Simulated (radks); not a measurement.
The numbers below are computed, except where a source is named.
Problem. These are the eigenvalues of the occupied orbitals of an atom or ion with whole-number occupations (hartree). Code: a radial shooting solver on a logarithmic mesh with Libxc functionals. Model: Dirac Kohn-Sham, PBE, spin-unpolarised, spherical densities, finite nucleus; Fermi nuclear charge, rms radius of each element as measured or else 0.836 A^(1/3) + 0.57 fm.

| orbital | eigenvalue |
|---|---|
| 1s1/2 | -303.1020 |
| 2s1/2 | -37.32409 |
| 2p1/2 | -32.73030 |
| 2p3/2 | -32.08639 |
| 3s1/2 | -5.28084 |
| 3p1/2 | -3.87165 |
| 3p3/2 | -3.78872 |
| 3d3/2 | -1.47829 |
| 3d5/2 | -1.46829 |
| 4d3/2 | -0.37473 |

Which element is it, and in what charge state? The configuration may be excited. Open shells, if any, fill j = l - 1/2 first.

Solution. Z = 28, nickel, charge +2: Ni2+ in [Ne] 3s2 3p5 3d8 4d1. The list shows which subshells hold electrons but not how many an open one holds; the 1s level, -303.1 hartree, gives Z - s = 24.6 by -(Z - s)^2/2, which with screening and relativity narrows Z to a few neighbours, and the depths of the outer levels then fix element, charge and occupations together.
